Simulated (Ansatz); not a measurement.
Basis-set extrapolation for C$_{3}$H$_{8}$Cl$_{3}$NSi, SMILES `CC(C)N[Si](Cl)(Cl)Cl` (PBE0-D4/def2-TZVP geometry, frozen core, the Gaussian-basis code of Ansatz). Multiplicity 1, RHF reference.

|  | def2-TZVPP | def2-QZVPP |
| --- | --- | --- |
| HF | -1840.466181 | -1840.521604 |
| MP2 correlation | -1.415866 | -1.533304 |
| CCSD(T) correlation | -1.562642 | not run |

Energies in hartree. Use E(X) = E(∞) + A·exp(−7.88·√X) for Hartree–Fock and E(X) = E(∞) + B·X^(−2.97) for correlation, with X = 3 and 4, and add CCSD(T) minus MP2 of the smaller set to the MP2 limit.

Question: What is the CCSD(T) energy at the basis-set limit?

Answer: HF limit: -1840.521604 + (-0.055423) × 0.13774 = -1840.52924. MP2 limit: -1.533304 + (-0.117438) × 0.74074 = -1.62030. Higher-order term: -1.562642 − (-1.415866) = -0.14678. Total: -1842.29632 hartree, 702.3 kJ/mol below CCSD(T)/def2-TZVPP.
